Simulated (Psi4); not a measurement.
C4H9NO, charge -1, doublet, geometry from GFN2-xTB (a state made from the parent by changing its charge; the spin is typed, not shown lowest) (a gas-phase anion, which may not be bound at this level); WB97X/def2-SVP (Psi4).

Psi4 was given this input:
```
memory 2 GB

molecule mol {
-1 2
  C    -1.328049    0.286547   -0.997394
  N    -0.547166    0.483784    0.214358
  C    -1.273710   -0.027654    1.354595
  C     0.786134   -0.174159    0.135775
  C     1.785284    0.758360   -0.530037
  O     0.853732   -1.463582   -0.026328
  H    -2.295081    0.805762   -0.921125
  H    -0.773652    0.705456   -1.837551
  H    -1.520227   -0.779714   -1.204859
  H    -0.693187    0.178023    2.255152
  H    -1.441276   -1.116747    1.296967
  H    -2.249950    0.470507    1.436966
  H     2.796625    0.382958   -0.361756
  H     1.657612    0.856157   -1.627771
  H     1.701478    1.761201   -0.103538
}

set basis def2-svp
set reference uks

energy('wb97x')
print_variables()
```

It wrote (shortened):

```
   => Loading Basis Set <=

    Name: DEF2-SVP
    Role: ORBITAL
    Keyword: BASIS

         ---------------------------------------------------------
                                   SCF
               by Justin Turney, Rob Parrish, Andy Simmonett
                          and Daniel G. A. Smith
                              UKS Reference
         ---------------------------------------------------------

  ==> Geometry <==

    Molecular point group: c1
    Full point group: C1

    Geometry (in Angstrom), charge = -1, multiplicity = 2:

       Center              X                  Y                   Z               Mass
    ------------   -----------------  -----------------  -----------------  -----------------
         C           -1.360087784988     0.323634354998    -1.009567834786    12.000000000000
         N           -0.579204784988     0.520871354998     0.202184165214    14.003074004430
         C           -1.305748784988     0.009433354998     1.342421165214    12.000000000000
         C            0.754095215012    -0.137071645002     0.123601165214    12.000000000000
         C            1.753245215012     0.795447354998    -0.542210834786    12.000000000000
         O            0.821693215012    -1.426494645002    -0.038501834786    15.994914619570
         H           -2.327119784988     0.842849354998    -0.933298834786     1.007825032230
         H           -0.805690784988     0.742543354998    -1.849724834786     1.007825032230
         H           -1.552265784988    -0.742626645002    -1.217032834786     1.007825032230
         H           -0.725225784988     0.215110354998     2.242978165214     1.007825032230
         H           -1.473314784988    -1.079659645002     1.284793165214     1.007825032230
         H           -2.281988784988     0.507594354998     1.424792165214     1.007825032230
         H            2.764586215012     0.420045354998    -0.373929834786     1.007825032230
         H            1.625573215012     0.893244354998    -1.639944834786     1.007825032230
         H            1.669439215012     1.798288354998    -0.115711834786     1.007825032230

  Running in c1 symmetry.

  Rotational constants: A =      0.16486  B =      0.09523  C =      0.08386 [cm^-1]
  Rotational constants: A =   4942.37662  B =   2854.87291  C =   2514.13880 [MHz]
  Nuclear repulsion =  248.286775856870548

  Charge       = -1
  Multiplicity = 2
  Electrons    = 49
  Nalpha       = 25
  Nbeta        = 24

  ==> Algorithm <==
[...]
      Ntotal   =   48.9999433517 ; deviation = -5.665e-05

   @Spin Contamination Metric:   4.242182544E-03
   @S^2 Expected:                7.500000000E-01
   @S^2 Observed:                7.542421825E-01
   @S   Expected:                5.000000000E-01
   @S   Observed:                5.000000000E-01

    Orbital Energies [Eh]
    ---------------------

    Alpha Occupied:

[...]
      25A      0.018030

    Alpha Virtual:

[...]
    Beta Occupied:

[...]
    Beta Virtual:

[...]
    Final Occupation by Irrep:
              A
    DOCC [    24 ]
    SOCC [     1 ]
    NA   [    25 ]
    NB   [    24 ]

  @DF-UKS Final Energy:  -287.46563369706615

   => Energetics <=

    Nuclear Repulsion Energy =            248.2867758568705483
    One-Electron Energy =                -891.6071344886689758
    Two-Electron Energy =                 383.9656406173418191
    DFT Exchange-Correlation Energy =     -28.1109156826095692
    Empirical Dispersion Energy =           0.0000000000000000
    VV10 Nonlocal Energy =                  0.0000000000000000
    Total Energy =                       -287.4656336970661528

  UHF NO Occupations:
  HONO-2 :   23  A 1.9996789
  HONO-1 :   24  A 1.9986082
  HONO-0 :   25  A 1.0000000
  LUNO+0 :   26  A 0.0013918
  LUNO+1 :   27  A 0.0003211
  LUNO+2 :   28  A 0.0001288
  LUNO+3 :   29  A 0.0000997

Computation Completed

Properties will be evaluated at   0.000000,   0.000000,   0.000000 [a0]

Properties computed using the SCF density matrix

 Multipole Moments:

 ------------------------------------------------------------------------------------
     Multipole            Electronic (a.u.)      Nuclear  (a.u.)        Total (a.u.)
 ------------------------------------------------------------------------------------

 L = 1.  Multiply by 2.5417464519 to convert [e a0] to [Debye]
 Dipole X            :          1.8445515           -2.9061563           -1.0616048
 Dipole Y            :         -2.4184126            3.3640754            0.9456628
 Dipole Z            :          1.0172503           -1.1042484           -0.0869980
 Magnitude           :                                                    1.4243776

 ------------------------------------------------------------------------------------

  Variable Map:
  ----------------------------------------------------------------------------
[...]
  Array Variable Map:
  ----------------------------------------------------------------------------
[...]
[...]
```
